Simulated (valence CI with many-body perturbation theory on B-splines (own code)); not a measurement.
## Level structure of Pb75+

Calculated by relativistic CI+MBPT: five valence electrons over a frozen Dirac-Fock core [He], radial functions for each j: 11 s, 11 p, 10 d, 8 f, 5 g, 2 h, with the one-electron correlation potential Σ1 (screened to all orders), the two-electron term Σ2, the three-electron term Σ3, Breit, model QED; selected single and double excitations, second order for the rest, scaled by the run's own slope (own B-spline code, finite nucleus).

The last digits are not significant, and no measured levels were compared; by estimate large intervals hold to a few tenths of a per cent, small ones and those within an open d or f shell to about a per cent. Among the levels kept, up to 7700 cm⁻¹ of a level comes from second order outside the variational space, and about a tenth of that is noise between levels of different J, which matters for small intervals.

Levels 1 to 45 of 202, with energies above the lowest level, (2s^2 2p1/2^2 2p3/2) J=3/2. "Leading %" is the weight of the configuration and term that name the level; weights of strongly mixed levels are sums over their largest components and can fall short, so below about 35 % the name and the second component can differ from the true leading terms, or belong to a minority configuration. In the jj column 3d3/2^4 stands for four electrons in 3d with j = 3/2. Lifetimes count E1, E2, E3, M1 and M2 decay at the calculated energies, and are blank where another channel may lead or the interval is too uncertain; long ones can be off by a factor of two.

| No. | Configuration | Term | J | E (× 10³ cm⁻¹) | Leading % | g | Lifetime | Second component | Leading jj |
| --- | --- | --- | --- | --- | --- | --- | --- | --- | --- |
| 1 | 2s2 2p3 | 2P° | 3/2 | 0.00 | 49 | 1.299 |  | 27 % 2s2 2p3 2D° | 2s^2 2p1/2^2 2p3/2 (100 %) |
| 2 | 2s2 2p3 | 4S° | 3/2 | 18175 | 56 | 1.426 | 9.64 ps | 44 % 2s2 2p3 2D° | 2s^2 2p1/2 2p3/2^2 (100 %) |
| 3 | 2s2 2p3 | 2D° | 5/2 | 18359 | 100 | 1.152 | 55.3 ps |  | 2s^2 2p1/2 2p3/2^2 (100 %) |
| 4 | 2s2 2p3 | 2P° | 1/2 | 18869 | 100 | 0.602 | 17.7 ps |  | 2s^2 2p1/2 2p3/2^2 (100 %) |
| 5 | 2s 2p4 | 4P | 5/2 | 21481 | 69 | 1.429 | 121 fs | 31 % 2s 2p4 2D | 2s 2p1/2^2 2p3/2^2 (100 %) |
| 6 | 2s 2p4 | 2S | 1/2 | 22474 | 65 | 1.969 | 34.4 fs | 24 % 2s 2p4 4P | 2s 2p1/2^2 2p3/2^2 (100 %) |
| 7 | 2s 2p4 | 2P | 3/2 | 22483 | 53 | 1.160 | 18.2 fs | 34 % 2s 2p4 2D | 2s 2p1/2^2 2p3/2^2 (100 %) |
| 8 | 2s2 2p3 | 2P° | 3/2 | 37094 | 51 | 1.280 | 2.92 ps | 28 % 2s2 2p3 2D° | 2s^2 2p3/2^3 (99 %) |
| 9 | 2s 2p4 | 4P | 3/2 | 39922 | 86 | 1.582 | 37.2 fs | 10 % 2s 2p4 2D | 2s 2p1/2 2p3/2^3 (100 %) |
| 10 | 2s 2p4 | 2D | 5/2 | 40270 | 69 | 1.274 | 37.3 fs | 31 % 2s 2p4 4P | 2s 2p1/2 2p3/2^3 (100 %) |
| 11 | 2s 2p4 | 2P | 1/2 | 40910 | 65 | 1.327 | 15.1 fs | 35 % 2s 2p4 4P | 2s 2p1/2 2p3/2^3 (100 %) |
| 12 | 2s 2p4 | 2D | 3/2 | 40962 | 56 | 0.991 | 15.2 fs | 43 % 2s 2p4 2P | 2s 2p1/2 2p3/2^3 (100 %) |
| 13 | 2p5 | 2P° | 3/2 | 44608 | 99 | 1.290 | 12.4 fs |  | 2p1/2^2 2p3/2^3 (99 %) |
| 14 | 2s 2p4 | 4P | 1/2 | 59267 | 41 | 1.888 | 17.8 fs | 34 % 2s 2p4 2S | 2s 2p3/2^4 (100 %) |
| 15 | 2p5 | 2P° | 1/2 | 63067 | 100 | 0.602 | 9.24 fs |  | 2p1/2 2p3/2^4 (100 %) |
| 16 | 2s2 2p2 3s | 4P | 1/2 | 87194 | 45 | 1.982 | 2.61 fs | 32 % 2s2 2p2 3s 2S | 2s^2 2p1/2^2 3s (100 %) |
| 17 | 2s2 2p2 3p | 2P° | 1/2 | 88199 | 47 | 0.639 | 184 fs | 38 % 2s2 2p2 3p 4D° | 2s^2 2p1/2^2 3p1/2 (100 %) |
| 18 | 2s2 2p2 3p | 2P° | 3/2 | 93692 | 36 | 1.316 | 139 fs | 19 % 2s2 2p2 3p 4D° | 2s^2 2p1/2^2 3p3/2 (100 %) |
| 19 | 2s2 2p2 3d | 2D | 3/2 | 94512 | 43 | 0.779 | 2.52 fs | 32 % 2s2 2p2 3d 4F | 2s^2 2p1/2^2 3d3/2 (100 %) |
| 20 | 2s2 2p2 3d | 2D | 5/2 | 95955 | 37 | 1.183 | 445 as | 18 % 2s2 2p2 3d 4D | 2s^2 2p1/2^2 3d5/2 (100 %) |
| 21 | 2s2 2p2 3s | 4P | 3/2 | 105540 | 88 | 1.645 | 4.15 fs | 10 % 2s2 2p2 3s 2P | 2s^2 2p1/2 2p3/2 3s (100 %) |
| 22 | 2s2 2p2 3s | 2P | 1/2 | 105640 | 67 | 1.286 | 1.89 fs | 33 % 2s2 2p2 3s 4P | 2s^2 2p1/2 2p3/2 3s (100 %) |
| 23 | 2s2 2p2 3s | 2D | 5/2 | 105700 | 66 | 1.293 | 3.71 fs | 34 % 2s2 2p2 3s 4P | 2s^2 2p1/2 2p3/2 3s (100 %) |
| 24 | 2s2 2p2 3s | 2D | 3/2 | 105770 | 64 | 0.938 | 2.00 fs | 35 % 2s2 2p2 3s 2P | 2s^2 2p1/2 2p3/2 3s (100 %) |
| 25 | 2s2 2p2 3p | 4P° | 1/2 | 106530 | 49 | 1.725 | 293 fs | 28 % 2s2 2p2 3p 4D° | 2s^2 2p1/2 2p3/2 3p1/2 (100 %) |
| 26 | 2s2 2p2 3p | 4D° | 3/2 | 106580 | 55 | 1.115 | 246 fs | 23 % 2s2 2p2 3p 2D° | 2s^2 2p1/2 2p3/2 3p1/2 (100 %) |
| 27 | 2s2 2p2 3p | 2F° | 5/2 | 106680 | 50 | 1.029 | 194 fs | 30 % 2s2 2p2 3p 2D° | 2s^2 2p1/2 2p3/2 3p1/2 (100 %) |
| 28 | 2s2 2p2 3p | 2P° | 3/2 | 107100 | 43 | 1.291 | 129 fs | 24 % 2s2 2p2 3p 2D° | 2s^2 2p1/2 2p3/2 3p1/2 (99 %) |
| 29 | 2s 2p3 3s | 4P° | 5/2 | 108470 | 49 | 1.573 | 5.15 fs | 25 % 2s 2p3 3s 6S° | 2s 2p1/2^2 2p3/2 3s (99 %) |
| 30 | 2s 2p3 3s | 2P° | 3/2 | 108740 | 36 | 1.405 | 2.21 fs | 23 % 2s 2p3 3s 4S° | 2s 2p1/2^2 2p3/2 3s (99 %) |
| 31 | 2s 2p3 3s | 2P° | 1/2 | 109370 | 43 | 0.822 | 2.03 fs | 30 % 2s 2p3 3s 4D° | 2s 2p1/2^2 2p3/2 3s (99 %) |
| 32 | 2s 2p3 3s | 2P° | 3/2 | 109460 | 39 | 1.364 | 4.34 fs | 20 % 2s 2p3 3s 4S° | 2s 2p1/2^2 2p3/2 3s (99 %) |
| 33 | 2s 2p3 3p | 4P | 3/2 | 109570 | 30 | 1.638 | 3.19 fs | 20 % 2s 2p3 3p 6P | 2s 2p1/2^2 2p3/2 3p1/2 (100 %) |
| 34 | 2s 2p3 3p | 2D | 5/2 | 109570 | 27 | 1.309 | 1.24 fs | 19 % 2s 2p3 3p 4D | 2s 2p1/2^2 2p3/2 3p1/2 (100 %) |
| 35 | 2s 2p3 3p | 2P | 1/2 | 110370 | 36 | 1.258 | 1.18 fs | 19 % 2s 2p3 3p 4P | 2s 2p1/2^2 2p3/2 3p1/2 (100 %) |
| 36 | 2s 2p3 3p | 2D | 3/2 | 110380 | 36 | 0.955 | 1.78 fs | 21 % 2s 2p3 3p 4F | 2s 2p1/2^2 2p3/2 3p1/2 (100 %) |
| 37 | 2s2 2p2 3p | 4D° | 5/2 | 111940 | 52 | 1.400 | 126 fs | 34 % 2s2 2p2 3p 4P° | 2s^2 2p1/2 2p3/2 3p3/2 (100 %) |
| 38 | 2s2 2p2 3p | 2P° | 1/2 | 111980 | 37 | 1.548 | 100 fs | 30 % 2s2 2p2 3p 4P° | 2s^2 2p1/2 2p3/2 3p3/2 (100 %) |
| 39 | 2s2 2p2 3p | 2D° | 3/2 | 112020 | 53 | 1.106 | 109 fs | 19 % 2s2 2p2 3p 4P° | 2s^2 2p1/2 2p3/2 3p3/2 (100 %) |
| 40 | 2s2 2p2 3p | 2F° | 7/2 | 112070 | 66 | 1.205 | 113 fs | 34 % 2s2 2p2 3p 4D° | 2s^2 2p1/2 2p3/2 3p3/2 (100 %) |
| 41 | 2s2 2p2 3p | 4S° | 3/2 | 112270 | 33 | 1.409 | 145 fs | 28 % 2s2 2p2 3p 2P° | 2s^2 2p1/2 2p3/2 3p3/2 (100 %) |
| 42 | 2s2 2p2 3p | 2D° | 5/2 | 112340 | 67 | 1.164 | 115 fs | 15 % 2s2 2p2 3p 2F° | 2s^2 2p1/2 2p3/2 3p3/2 (100 %) |
| 43 | 2s2 2p2 3p | 2P° | 1/2 | 112560 | 87 | 0.611 | 76.9 fs | 8 % 2s2 2p2 3p 4D° | 2s^2 2p1/2 2p3/2 3p3/2 (100 %) |
| 44 | 2s2 2p2 3d | 4F | 3/2 | 112890 | 43 | 0.916 | 1.25 fs | 26 % 2s2 2p2 3d 2P | 2s^2 2p1/2 2p3/2 3d3/2 (100 %) |
| 45 | 2s2 2p2 3d | 4F | 5/2 | 112900 | 52 | 0.946 | 3.43 fs | 39 % 2s2 2p2 3d 2F | 2s^2 2p1/2 2p3/2 3d3/2 (100 %) |

The ionisation energy to 2s2 2p2 3P_0 of the next ion comes out as 20756 eV (NIST: 20750 ± 100 eV (theoretical)). All 202 levels together are meant to be complete up to 138160 × 10³ cm⁻¹.
